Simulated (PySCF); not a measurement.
A structure optimised at B3LYP-D3(BJ)/def2-SVP, used in a PySCF frequency run:

```xyz
10

C      0.3486    -2.2392     0.0000
C      0.0171    -0.9408     0.0000
F     -1.2790    -0.5899     0.0000
C      0.9582     0.1694     0.0000
C      0.6795     1.4802     0.0000
F     -0.5498     1.9867     0.0000
H     -0.4260    -3.0069     0.0000
H      1.3963    -2.5387     0.0000
H      2.0166    -0.0981     0.0000
H      1.4526     2.2543     0.0000
```

Write its SMILES, formula and point group.

C=C(F)/C=C\F, C4H4F2, Cs

What are its rotational constants (standard atomic weights)?

8.0473, 2.5318, 1.9259 GHz
